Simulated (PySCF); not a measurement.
# Exercise with solution: oscillator strength and radiative lifetime

C2H6BNO, SMILES NB1CCO1.

Geometry: B3LYP-D3(BJ)/def2-SVP. The structure was generated by enumeration, and PubChem lists no compound with its InChIKey, so it may never have been made. Other conformers were not sampled.

TDA-CAM-B3LYP/def2-SVPD in PySCF puts the first singlet state with f over 0.02 at 6.80 eV (vertical), with the transition dipole (0.000, 0.000, 0.396) in atomic units.

Problem. Find the oscillator strength, the wavelength and the radiative lifetime that this transition would have in vacuum if emission retraced absorption.

Solution. 
|μ|² = 0.1568 au, so |μ| = 1.01 D. ΔE = 6.80/27.211 = 0.2499 hartree. f = (2/3) ΔE |μ|² = 0.026 (the program prints 0.026).
λ = 1239.84/6.80 = 182 nm; ν = 54846 cm⁻¹.
Einstein's coefficient A = 0.6670 ν² f s⁻¹ (ν in cm⁻¹) = 5.2e7 s⁻¹, so τ = 1/A = 19 ns. This state is S1. The figure is the radiative limit of this one transition; relaxation, internal conversion, crossing to triplets and a medium change what is measured.
